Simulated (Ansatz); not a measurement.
Species: C$_{4}$H$_{6}$Si$_{2}$ (charge 0, singlet). 
Geometry from a B3LYP-D3(BJ)/def2-TZVP (Ansatz, a first-principles code) optimisation:
SMILES: C#C[SiH2]C#C[SiH3]
```xyz
12

C     -3.6087     0.3719     0.0080
C     -2.6264    -0.3159     0.1278
Si    -1.1508    -1.3695     0.3120
C      0.3541    -0.3673     0.0680
C      1.3607     0.2909    -0.0927
Si     2.8718     1.2893    -0.3360
H     -4.4746     0.9809    -0.0981
H     -1.1876    -2.4455    -0.6984
H     -1.1316    -1.9534     1.6679
H      4.0579     0.4200    -0.1833
H      2.8544     1.8759    -1.6929
H      2.9104     2.3681     0.6742
```
Charge 0, spin multiplicity 1.

Parts of the frozen-core correlation energy in 6-31G (Ansatz, hartree). Frozen orbitals: 14; correlated occupied orbitals by spin: 15 and 15; virtual: 45 and 45. Spin-orbit coupling is left out. No relativistic terms.

| term | value |
|---|---|
| reference (HF) | -732.54544 |
| MP2 opposite-spin | -0.35582 |
| MP2 same-spin | -0.10598 |
| CCSD correlation | -0.50584 |
| (T) | -0.01730 |
| T1 diagnostic | 0.012 |
| largest doubles amplitude | 0.052 |
